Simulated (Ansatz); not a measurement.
Species: sum formula AlHCl2, net charge 0, singlet state. 
Geometry from a B3LYP-D3(BJ)/def2-TZVP (Ansatz, an electronic-structure program) optimisation:
```
Al
H 1 1.5570
Cl 1 2.0903 2 120.87
Cl 1 2.0903 2 120.87 3 180.00
```
Charge 0, spin multiplicity 1.

Wanted: atomisation energy (electronic, to ground-state atoms), in kcal/mol. Valence correlation only, unless marked. Open shells are spin-unrestricted. Spin-orbit coupling is left out. Non-relativistic. The coupled-cluster limit lacks core correlation, which all-electron functionals hold. Basis-set limits of correlation are two-point, X^-3; Hartree-Fock from the larger set (for Q and 5 zeta extrapolated as (X+1)exp(-9√X)).

```
level                                        program  atomisation energy (kcal/mol)
------------------------------------  --------------  -----------------------------
HF/CBS(cc-pV(Q+d)Z,cc-pV(5+d)Z)               Ansatz                          221.8
revPBE-D4/def2-TZVPD                  Ansatz + dftd4                          271.0
PBE0-D3(BJ)/def2-TZVP                 Ansatz + dftd3                          276.5
LC-wPBE-D3(BJ)/def2-TZVPD             Ansatz + dftd3                          277.5
wB97X/def2-TZVPD                              Ansatz                          280.0
B2PLYP-D4/def2-TZVPD                  Ansatz + dftd4                          274.7
RPA@PBE/cc-pV(Q+d)Z                           Ansatz                          257.0
MP2/cc-pV(D+d)Z                               Ansatz                          263.4
CCSD/6-31G*                                   Ansatz                          247.1
CCSD(T)/CBS(cc-pV(Q+d)Z,cc-pV(5+d)Z)          Ansatz                          283.2
```
